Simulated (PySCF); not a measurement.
**State search for CaP⁻**

Unrestricted PBE0; PySCF, no relativity, basis sets Ca aug-pcseg-1, P aug-pcseg-1. Outer shells of the fragments: Ca 4s2; P− 3s2 3p4.

Followed along the bond (rough minima from three points):

```tsv
2Ms+1	unpaired	⟨S²⟩ at the start	R at minimum (Å)	Te (eV)
3	σ ↑, π ↑	2.02	2.63	0.00
1	σ ↓, π ↑	1.02	2.61	0.06
```

Solutions found at the starting distance of 2.755 Å, counted from the lowest of them; the search is not exhaustive and high or unbound solutions are not listed, so other states can lie among these:

```csv
2Ms+1,unpaired,term,E (eV),⟨S²⟩,⟨Lz²⟩,μ (D)
3,"σ ↑, π ↑",³Π,0.00,2.02,1.02,-2.09
1,"σ ↓, π ↑",mixed,0.08,1.02,1.02,-2.88
```

A term symbol is given only where ⟨S²⟩ and ⟨Lz²⟩ are close to those of a pure state; real π, δ and φ orbitals otherwise mix terms. A positive dipole points towards P; it is taken about the centre of mass and depends on that origin.
